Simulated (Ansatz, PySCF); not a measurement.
CaF2, charge -1, doublet, geometry from GFN2-xTB (such geometries of metal compounds can be far from the true shape) (a state made from the parent by changing its charge; the spin is typed, not shown lowest) (in this run its highest filled SCF level lies above zero, so its values depend strongly on the basis, on diffuse functions most of all). Base run: WB97X/def2-SVPD in PySCF.

Input for PySCF:
```python
from pyscf import gto, scf, dft

mol = gto.Mole()
mol.atom = '''
    Ca    0.00000000    0.00000000    0.00000000
    F     0.00000000    0.00000000    1.88609121
    F    -0.00000000   -0.00000000   -1.88609121
'''
mol.basis = 'def2-svpd'
mol.charge = -1
mol.spin = 1
mol.verbose = 4
mol.build()

mf = dft.UKS(mol)
mf.xc = 'wb97x'
mf.kernel()
```

The same geometry, method and basis name were run in Ansatz (a first-principles code) and PySCF, at each program's defaults and at the settings that a row names. The base is PySCF at its defaults. Differences at the defaults can come from grids, fitting, cores and function types together.

```json
[
 {"code and settings": "PySCF, defaults (exact integrals, its default grid, spherical functions)", "ΔE vs base (µEh)": "0.0", "basis functions": "73", "E (Eh)": "-877.15679", "SCF cycles": "12"},
 {"code and settings": "Ansatz, defaults (factorised integrals, its default grid, spherical functions)", "ΔE vs base (µEh)": "-11.9", "basis functions": "73", "E (Eh)": "-877.15680", "SCF cycles": "-"},
 {"code and settings": "PySCF, density fitting with def2-universal-jkfit", "ΔE vs base (µEh)": "-156", "basis functions": "73", "E (Eh)": "-877.15695", "SCF cycles": "11"},
 {"code and settings": "PySCF, fine grid", "ΔE vs base (µEh)": "0.0", "basis functions": "73", "E (Eh)": "-877.15679", "SCF cycles": "11"},
 {"code and settings": "Ansatz, high accuracy", "ΔE vs base (µEh)": "-11.4", "basis functions": "73", "E (Eh)": "-877.15680", "SCF cycles": "-"}
]
```

Open shells are given as the SCF converged; they aren't shown to be the lowest states, and a large step between rows can be another state.
